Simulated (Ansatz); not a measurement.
```xyz
8

C     0.0200   -0.0446   -0.4311
C    -0.0087    1.2566    0.1547
C    -0.0216   -1.2571    0.1601
H    -0.0208    0.0168   -1.5811
H     0.0250    2.1212   -0.3745
H     0.0076    1.2556    1.3124
H     0.0086   -2.1999   -0.3353
H    -0.0088   -1.2545    1.2658
```

Basis set: def2-TZVP (spherical functions). Correlated methods keep 3 orbitals frozen. Charge 0, multiplicity 2.

Computed with Ansatz (development build ahead of 0.2.0); each method stands on the lowest determinant of its kind that the runs found.

Task: Give the atomization energy at this shape (free ground-state atoms in the same class of orbitals less the molecule, no zero-point energy) of doublet C3H5 by PBE0 (unrestricted), UHF-MP2, UHF.

Result:

| method | atomization energy |
| --- | --- |
| PBE0 (unrestricted) | 33.10 eV |
| UHF-MP2 | 31.72 eV |
| UHF | 25.05 eV |

Caution: the shape is not the minimum. Caution for UHF-MP2, UHF: the unrestricted determinant is spin contaminated.
